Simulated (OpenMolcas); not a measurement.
# Mn4+ in Cs2GeF6: curves along the breathing mode

Mn4+ with its 6 nearest fluoride ions, on the Ge site of Cs2GeF6 (a = 9.021 Å, distance in the model lattice 1.804 Å). The rest of the host is ab initio model potentials to 7.6 Å and point charges beyond; the distance is set by hand and nothing relaxes. Ligand basis ANO-RCC-VDZP.

```
Program             : OpenMolcas
Method              : SS-CASPT2, IPEA 0.25 Eh, imaginary shift 0.1 Eh (closed shells correlated: 3s 3p and the ligand valence shells)
Basis               : ANO-RCC-VDZP [5s4p2d1f]
Scalar Hamiltonian  : DKH2, point nucleus
Active space        : 3 electrons in 5 orbitals (3d)
State averaging     : 2S+1 = 4 even, 10 roots; 2S+1 = 2 even, 40 roots
Spin-orbit coupling : RASSI with atomic mean-field integrals over the reference wave functions
```

Spin-free energies (labels of O, the rotations of Oh) in cm-1 above the lowest fitted minimum, as all ligands move together:

```
R (Å)    4A2     2E    2T1    2T2    4T2    4T1    2A1
1.707   6340  21140  21790  30230  38220  46470  47520
1.747   1900  16620  17270  25590  31750  39790  40930
1.787    120  14760  15450  23540  28270  36110  37320
1.827    460  14990  15730  23620  27260  34850  36140
1.868   2510  16950  17630  25420  28190  35590  36900
1.908   5810  20150  20800  28490  30660  37870  39180
1.948  10070  24300  24940  32580  34340  41320  42630
```

Cubic fits give the following; the wavenumber is harmonic, with the mass of all moving ligands, small differences in it between states hang on the degree of the fit, a number in brackets counts states of one label, and the table is a selection of at most 14 states with clean curves.

| State | R0 (Å) | Breathing mode (cm-1) | Minimum (cm-1) |
| --- | --- | --- | --- |
| 4A2 | 1.800 | 607 | 0 |
| 2E | 1.802 | 603 | 14600 |
| 2T1 | 1.802 | 601 | 15300 |
| 2T2 | 1.806 | 598 | 23320 |
| 4T2 | 1.827 | 608 | 27210 |
| 4T1 | 1.831 | 601 | 34810 |
| 2A1 | 1.830 | 600 | 36090 |
| 2E(2) | 1.830 | 598 | 41550 |
| 2A2 | 1.832 | 593 | 52320 |
| 4T1(2) | 1.849 | 614 | 56380 |
| 2E(3) | 1.822 | 624 | 66460 |
| 2E(4) | 1.897 | 552 | 93890 |

The minimum of 4T2 is shifted by +0.0265 Å against 4A2 (from the unrounded fits). With M = 114.0 u for the moving shell, the Huang-Rhys factor in this mode is S = M ω ΔR² / 2ħ = 0.01483 × 114.0 × 607 × 0.0265² = 0.72. Only the first shell moves, against a rigid host.

Roots that are degenerate in the reference are averaged as groups; the widest CASPT2 spread within a group is 2000 cm-1 (the 3-fold group of multiplicity 2 near 84600 cm-1 above the lowest state of its run, R = 1.868). Shifts and gaps below about the spread of the groups concerned are not significant. Over all roots computed the reference weight is 0.70 to 0.71 in R = 1.707, 0.69 to 0.71 in R = 1.747, 0.69 to 0.70 in R = 1.787, 0.68 to 0.70 in R = 1.827, 0.67 to 0.69 in R = 1.868, 0.67 to 0.68 in R = 1.908, 0.66 to 0.68 in R = 1.948; a low but even weight reflects the number of correlated electrons. Ligand-to-metal charge-transfer states are missing. With no ligand orbital active B as a rule stays too high, so bands that hang on it stand too high and its fall with covalency is understated. With one d shell and no ligand orbital active, 10Dq can be off by a tenth or more. The least metal-like active orbital is 78 % on the metal (Löwdin) and no ligand orbital is active, so the numbers are rough (holds for R = 1.707; R = 1.747; R = 1.868; R = 1.908; R = 1.948). The least metal-like active orbital is 79 % on the metal (Löwdin) and no ligand orbital is active, so the numbers are rough (holds for R = 1.787; R = 1.827). These CASPT2 states fit no ligand-field parameters well, so their order and spin gaps are uncertain (holds for R = 1.908; R = 1.948). No measured value stands beside these numbers.
